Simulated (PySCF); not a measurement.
C4H9OPSi (charge +1 and doublet state).
Cartesian coordinates in Å at the GFN2-xTB level; atoms count from 1:
```
atom  x, y, z in Å
C1    -2.333   -0.777    0.218
C2    -1.069   -0.459    0.474
O3    -0.289   -1.105    1.406
Si4    1.188   -0.529    0.925
P5     1.966   -1.859   -0.729
C6    -0.168    0.568   -0.110
C7    -0.234    1.936    0.510
H8    -2.837   -1.535    0.793
H9    -2.899   -0.241   -0.522
H10    1.816    0.123    2.067
H11    2.844   -2.589    0.071
H12    2.963   -1.005   -1.203
H13   -0.137    0.603   -1.197
H14    0.633    2.537    0.246
H15   -1.117    2.447    0.117
H16   -0.334    1.894    1.592
```

The hyperfine couplings belong to this conformer and change with its torsions.

The species is `[PH2+][Si@H]1[C@H](C)C(O1)=C` [radical] (charge +1).

Theory: UKS B3LYP, pcH-1 on C H O P Si, non-relativistic, mean-field spin-orbit, GIAO in PySCF. Isolated species at its GFN2-xTB geometry (one conformer only). The geometry wasn't refined by DFT: couplings that depend on bond lengths, twists or pyramidal angles can differ widely from those at the functional's own minimum, by a factor of two or more for some ions and for spin on atoms past the first row. Stability of the SCF solution: not tested.

Q: The isotropic 13C couplings are +35.1, -21.5, +17.3, +14.1 MHz. Assign them to C1; C2; C6; C7.

A: 
```
site  a_iso (MHz)  ρ(0) (bohr⁻³)                 position  distance from C1 (Å)  spin population  largest |T| (MHz)
  C1        +35.1        +0.0313  largest spin population                  0.00            +0.53               84.0
  C2        -21.5        -0.0192           1 bond from C1                  1.33            +0.01               11.7
  C6        +17.3        +0.0153          2 bonds from C1                  2.57            +0.14               28.0
  C7        +14.1        +0.0125          3 bonds from C1                  3.44            +0.02                8.3
```

ρ(0) is the spin density at the nucleus and T the dipolar tensor; a_iso includes a spin–orbit part; entries for several nuclei are means. Largest spin populations (Mulliken): C1 (+0.53), O3 (+0.17), C6 (+0.14) and P5 (+0.13). The angles at C1 add up to 359.9°, so it is planar.

Class means assume fast exchange of nuclei equivalent by connectivity; if that motion is slow, each nucleus keeps its own coupling. The three 1H nuclei of mean +13.8 MHz run from -3.6 to 45.3 MHz in the frozen geometry. The 1H value of -1.6 MHz is a mean of couplings from -5.8 to 2.6 MHz in this one geometry, not an average over conformers.

P5, the radical centre as drawn in `C=C1O[Si@@H]([PH2+])[C@@H]1C`, holds a spin population of +0.13 out of 1.
